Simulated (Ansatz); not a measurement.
The first iterations of a band of AlBrClF2H (6 atoms, charge 0, multiplicity 1).

These are results of RKS B3LYP/def2-SVP (Ansatz), not measurements.

```
movable images  : 7
climbing image  : yes
spring          : 0.1 eV/Å²
optimiser       : quadratic models (default)
start path      : through a guess of the saddle point
force threshold : 0.05 eV/Å
iteration limit : 60
end points      : relaxed
```

Initial state:

```xyz
6
Properties=species:S:1:pos:R:3
Al -0.395 -0.485 -0.505
Br 1.586 -1.477 -0.035
F -0.567 0.284 -1.964
F -1.759 -1.050 0.251
H 1.150 1.136 1.303
Cl -0.014 1.592 0.949
```

Final state:

```xyz
6
Properties=species:S:1:pos:R:3
Al -0.759 0.039 -0.385
Br 1.674 -0.965 0.321
F -0.499 0.129 -2.020
F -1.692 -1.204 0.194
H 1.878 0.202 1.131
Cl -0.602 1.799 0.759
```

| iteration | highest image above the first end (eV) | largest band force component (eV/Å) |
| --- | --- | --- |
| 1 | 1.295 | 2.247 |
| 2 | 0.404 | 1.254 |
| 3 | 0.502 | 3.572 |

Problem. Does the band converge within its limit, and where does its top end?

Solution. The run converged. It ended after 9 iterations with the highest image 0.261 eV above the first end. Another band between the same ends (7 images) ends at a top of the same energy, where a vibrational analysis finds 1 clearly imaginary mode. The orbitals stay closed-shell, which can raise the energy where a bond breaks towards radicals; this wasn't checked here.

The run took 96 s on 2 threads of Intel(R) Xeon(R) 6975P-C (Granite Rapids) (shared host), peak memory 0.26 GiB.
